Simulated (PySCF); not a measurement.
Compound: (Cl2B-mu-PH2)2.
Bonds: B1–Cl2, B1–Cl3, B1–P4, B1–P8, P4–B5, B5–Cl6, B5–Cl7, B5–P8. Hydrogens: H9, H10 on P4; H11, H12 on P8.

The closed-shell ground state was solved at several levels (PySCF, density fitting, gas phase, non-relativistic). The structure is a single PBE0-D3(BJ)/def2-SVP conformer in the gas phase; no vibrational or solvent corrections.

```tsv
level	basis functions	total energy (Eh)	HOMO (eV)	LUMO (eV)	gap (eV)	dipole (D)
KT2/pcSseg-1	198	-2595.9736	-6.72	-2.60	4.12	0.12
PBE0/pcSseg-1	198	-2574.7463	-7.86	-1.72	6.14	0.13
```

Problem. Estimate the row for CAM-B3LYP/def2-SVPD, a basis of 228 functions; the other rows only guide the guess.

Solution. Total energy -2575.0194 Eh, HOMO -9.05 eV, LUMO -0.60 eV, gap 8.45 eV, dipole 0.12 D.

Problem. Over all these levels, which gives the widest orbital gap and which the narrowest?

Solution. CAM-B3LYP/def2-SVPD (range-separated hybrid) has the widest, 8.45 eV, and KT2/pcSseg-1 (GGA) the narrowest, 4.12 eV. Functional and basis both differ between the two, so the spread mixes both effects.

Problem. How far do the dipole and the HOMO energy spread over the levels?

Solution. The dipole runs from 0.12 to 0.13 D (mean 0.12 D) and the HOMO from -9.05 to -6.72 eV.
